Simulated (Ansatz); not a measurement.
Program: Ansatz. Geometries: PBE0-D4/def2-TZVP. ΔE: electronic, gas phase. CCSD(T)/CBS is the MP2 limit (def2-TZVPP, def2-QZVPP) plus CCSD(T) − MP2 in def2-TZVPP, frozen cores. This one scheme is used for every species. DFT in def2-TZVPP. B3LYP here is the variant with VWN-RPA as its local correlation; programs differ in this. HSE06 is defined as in plane-wave codes. For Br outer-core shells are correlated without core-valence functions, which leaves a few kJ/mol of doubt a bond. Scalar relativity is left out up to krypton. One conformer a species, not always the lowest.

Consider the redistribution: `[F][AlH2]` + `[SiH3]N[SiH2]Br` → `[AlH2][NH][SiH2]Br` + `F[SiH3]`.

`[F][AlH2]`:

```xyz
4

F    -0.907    0.474   -1.223
Al    0.032   -0.017    0.042
H     1.387    0.754    0.267
H    -0.512   -1.211    0.914
```

`[SiH3]N[SiH2]Br`:

```xyz
10

Si   -0.178    0.039    1.570
N    -0.559   -0.386   -0.068
Si    0.404   -0.122   -1.454
Br    0.203    1.941   -2.292
H     1.275    0.334    1.602
H    -0.937    1.230    2.036
H    -0.493   -1.091    2.482
H    -1.523   -0.630   -0.252
H     1.826   -0.277   -1.087
H    -0.019   -1.038   -2.536
```

`[AlH2][NH][SiH2]Br`:

Cartesian coordinates in Å:
```
Al 1.218 -1.350 0.051
N -0.159 -0.363 -0.529
Si -0.915 0.961 0.242
Br -0.298 2.923 -0.637
H 1.781 -1.033 1.491
H 1.754 -2.481 -0.914
H -0.496 -0.557 -1.464
H -2.389 0.925 0.099
H -0.496 0.975 1.660
```

`F[SiH3]`:

```xyz
5

F    -0.125   -0.978   -1.209
Si    0.003    0.025    0.031
H    -0.326   -0.719    1.269
H    -0.948    1.143   -0.173
H     1.396    0.529    0.081
```

```
             level  ΔE (kJ/mol)  difference from CCSD(T)/CBS
       LDA (SPW92)          7.6                          0.1
            PBE-D4          8.9                          1.4
         revPBE-D4         11.2                          3.7
           BLYP-D4          8.9                          1.4
         r2SCAN-D4          5.8                         -1.7
           PBE0-D4          8.4                          0.9
          B3LYP-D4          8.1                          0.6
        r2SCANh-D4          6.0                         -1.5
        r2SCAN0-D4          6.3                         -1.2
          HSE06-D4          8.2                          0.7
          BHLYP-D4          6.9                         -0.6
      CAM-B3LYP-D4          7.5                          0.0
           ωB97X-V          7.4                         -0.1
            B2PLYP          5.7                         -1.8
          PBE-QIDH          7.0                         -0.5
               PBE          7.1                         -0.4
            revPBE          6.8                         -0.7
              BLYP          5.3                         -2.2
            r2SCAN          5.2                         -2.3
              PBE0          6.9                         -0.6
             B3LYP          5.3                         -2.2
           r2SCANh          5.4                         -2.1
           r2SCAN0          5.7                         -1.8
             HSE06          6.7                         -0.8
             BHLYP          4.9                         -2.6
         CAM-B3LYP          5.9                         -1.6
           LC-ωPBE          9.2                          1.7
RPA@PBE/def2-TZVPP          4.3                         -3.2
       HF/def2-SVP         10.0                          2.5
     CCSD/def2-SVP         13.2                          5.7
  CCSD(T)/def2-SVP         12.8                          5.3
    MP2/def2-TZVPP          7.0                         -0.5
SCS-MP2/def2-TZVPP          5.5                         -2.0
   CCSD/def2-TZVPP          5.7                         -1.8
CCSD(T)/def2-TZVPP          5.7                         -1.8
     HF/def2-QZVPP          2.5                         -5.0
    MP2/def2-QZVPP          8.2                          0.7
SCS-MP2/def2-QZVPP          6.7                         -0.8
      HF/CBS(def2)          2.6                         -4.9
     MP2/CBS(def2)          8.8                          1.3
       CCSD(T)/CBS          7.5                            0
```

Question: What do rigid-rotor, harmonic-oscillator terms from PBE0-D4/def2-TZVP frequencies (298.15 K, 1 bar) make of the CCSD(T)/CBS value? (Estimate.)

Answer: Ansatz gave: ΔZPE = +1.0 kJ/mol, ΔH = +7.9 kJ/mol, ΔS = -10 J/(mol·K), ΔG = +10.8 kJ/mol. Modes under 50 cm⁻¹ make the entropy rough.

Largest T1 diagnostic among the species: 0.012.

In def2-TZVPP, CCSD(T) changes the Hartree–Fock value by +3.6 kJ/mol (the triples alone add +0.0 kJ/mol) and MP2 by +4.9 kJ/mol. Leaving LDA and LC-ωPBE aside and taking each functional with its dispersion term where it has one, the values, not all of them listed here, spread over 6.0 kJ/mol, from B97M-V to revPBE-D4. At CCSD(T), def2-SVP lies +5.3 kJ/mol from the extrapolated value and def2-TZVPP −1.8 kJ/mol.
